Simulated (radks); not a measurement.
Pb+, configuration [Hg] 6p1. Calculated with a radial shooting solver on a logarithmic mesh with Libxc functionals: Dirac Kohn-Sham, B86b exchange with PBE correlation, spin-unpolarised, spherical densities, finite nucleus; open shells are shared between the two j in proportion to 2j + 1; Fermi nuclear charge, rms radius 5.5012 fm.

Radial electron density D(r) = 4 pi r^2 rho(r):

r (bohr),D(r) (e/bohr)
0.0009755,12.28
0.001322,18.91
0.001806,28.83
0.002467,42.65
0.003344,60.13
0.004568,81.13
0.006192,101.5
0.008459,116.6
0.01146,120.3
0.01566,113.0
0.0214,106.5
0.029,117.7
0.03961,144.5
0.05369,152.6
0.07335,129.6
0.0994,125.5
0.1358,145.2
0.1855,113.7
0.2514,82.05
0.3435,97.16
0.4655,72.78
0.636,34.83
0.8619,25.00
1.178,16.45
1.609,7.519
2.18,3.111
2.979,1.095
4.037,0.2837
5.515,0.04239
7.474,0.003110

D(r) has 4 maxima, at r = 0.0108, 0.0496, 0.137, 0.352 bohr, and minima at 0.0212, 0.0882, 0.249 bohr, inside which lie 2.03, 11.05, 29.99 electrons.
